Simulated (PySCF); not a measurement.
**Working out the excitation energy of Si**

Si [Ne] 3s2 3p2 (3P) → Si [Ne] 3s1 3p3 (5S). Calculation: PySCF 2.14, in x2c-TZVPPall (5s5p3d1f, 42 functions); the spin-free X2C one-electron Hamiltonian (Gaussian nucleus). Frozen: 1s2. Energies in hartree (1 hartree = 27.21139 eV):

```json
{"part": "UHF", "Si (lower)": "-289.454183", "Si (upper)": "-289.356368"}
{"part": "CCSD correlation", "Si (lower)": "-0.227468", "Si (upper)": "-0.179644"}
{"part": "(T)", "Si (lower)": "-0.004179", "Si (upper)": "-0.001629"}
```

Problem. What does Hartree-Fock give?

Solution. (-289.356368) − (-289.454183) = 0.097815 hartree = 2.662 eV.

Problem. What do CCSD and CCSD(T) give?

Solution. The CCSD correlation energies differ by 0.047824 hartree = 1.301 eV and the triples by 0.002550 hartree = 0.069 eV, so CCSD gives 3.963 eV and CCSD(T) 4.032 eV.
